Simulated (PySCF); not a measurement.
Geometries of 3 isomers of C3H6OSi, from PBE0-D3(BJ)/def2-SVP geometry optimisation, gas phase (PySCF). One conformer each, no zero-point energy, no frequencies.

Problem. Which is lowest in electronic energy at this level?
A.
```xyz
11
angstrom
C      2.684    0.048   -0.146
C      1.580   -0.456   -0.233
Si    -0.097   -1.202   -0.351
O     -1.241   -0.022   -0.567
C     -1.441    1.050    0.314
H      3.662    0.492   -0.072
H     -0.341   -1.961    0.912
H     -0.174   -2.090   -1.537
H     -1.709    0.706    1.330
H     -0.543    1.689    0.394
H     -2.270    1.667   -0.066
```
B.
```xyz
11
angstrom
Si     1.493    0.174   -0.702
O      0.145    0.357    0.261
C     -1.079   -0.269   -0.018
C     -1.981   -0.566    1.108
C     -1.388   -1.595    0.567
H      1.204    0.590   -2.112
H      2.552    1.043   -0.124
H      1.957   -1.249   -0.724
H     -1.472    0.030   -1.005
H     -2.631   -0.154    1.878
H     -1.187   -2.664    0.561
```
C.
```xyz
11
angstrom
C     -1.831    0.780   -0.773
C     -1.139    0.052    0.111
Si     0.520   -0.722   -0.255
C      1.839    0.163    0.852
O      2.363   -0.364    1.801
H     -1.472    0.948   -1.795
H     -2.793    1.241   -0.520
H     -1.562   -0.080    1.116
H      0.862   -0.471   -1.690
H      0.553   -2.178    0.065
H      2.085    1.236    0.599
```

Solution. A. That is `C#C[SiH2]OC`, 6.0 kcal/mol below the next.

```
       SMILES             atoms numbered as above      E (Eh)  relative (kcal/mol)  relative (kJ/mol)  dipole (D)
  C#C[SiH2]OC    [CH:1]#[C:2][SiH2:3][O:4][CH3:5]  -482.02233                  0.0                0.0        1.46
 C=C[SiH2]C=O  [CH2:1]=[CH:2][SiH2:3][CH:4]=[O:5]  -482.01281                  6.0               25.0        2.66
[SiH3]OC1C=C1  [SiH3:1][O:2][CH:3]1[CH:4]=[CH:5]1  -481.99456                 17.4               72.9        1.32
```

As drawn, the lowest has a C≡C bond and an Si–C bond, which the highest lacks; the highest has a three-membered ring and a C=C bond outside aromatic rings, which the lowest lacks.
